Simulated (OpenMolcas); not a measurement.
Ta²⁺.

```yaml
Program: OpenMolcas
Method: CASSCF
Basis: ANO-R3 [9s7p6d4f3g2h]
Scalar_Hamiltonian: X2C, finite nucleus
Active_space: 3 electrons in 6 orbitals (5d 6s)
State_averaging: 2S+1 = 4 even, 20 roots; 2S+1 = 2 even, 70 roots kept (CI in the orbitals of an earlier block)
Spin-orbit_coupling: state interaction with AMFI integrals over the reference wave functions, term energies averaged over their components
```

Levels without dynamic correlation, in cm-1 above 5d3 4F 3/2:

```json
{"Level": "5d3 2G 7/2", "E": "13605"}
{"Level": "5d3 2P 1/2", "E": "9800"}
{"Level": "5d3 4P 1/2", "E": "15317"}
{"Level": "5d3 2H 11/2", "E": "21153"}
```

On this reference, MS-CASPT2, IPEA 0.25 Eh, imaginary shift 0.1 Eh (closed shells correlated: 5s 5p) puts 5d3 2G 7/2 at 11970 cm-1.

Problem. Estimate the other levels at that method by one scale factor, and say how well it serves.

Solution. The factor is 11970 / 13605 = 0.880. Scaled values beside those that MS-CASPT2 gives:
| Level | Scaled | MS-CASPT2 | Miss (%) |
| --- | --- | --- | --- |
| 5d3 2P 1/2 | 8624 | 8260 | +4.4 |
| 5d3 4P 1/2 | 13479 | 13760 | -2.0 |
| 5d3 2H 11/2 | 18615 | 18390 | +1.2 |
For these levels the scaled values miss MS-CASPT2 by up to 4.4 %, as correlation changes each term by its own factor, spin-orbit parts do not scale and CASPT2 has its own spread within terms. This holds within one configuration; levels of others move differently, and the target method has errors of its own against measurement.

Term energies are means over components that CASPT2 splits; among the terms shown or strongly mixed into the levels shown the widest spread is 450 cm-1 (5d3 4F, MS-CASPT2). Terms from blocks run as CI alone lack orbitals of their own. Configurations are named by rounded mean occupations; where the s occupation lies near a half they are strongly mixed, a name can repeat and a true partner stay unpaired. Without dynamic correlation excited terms often stand tens of per cent too high (terms of higher spin than the ground term too low), and those without a measured partner can miss by more than the paired ones (holds for CASSCF). Levels of configurations outside the active space are missing.
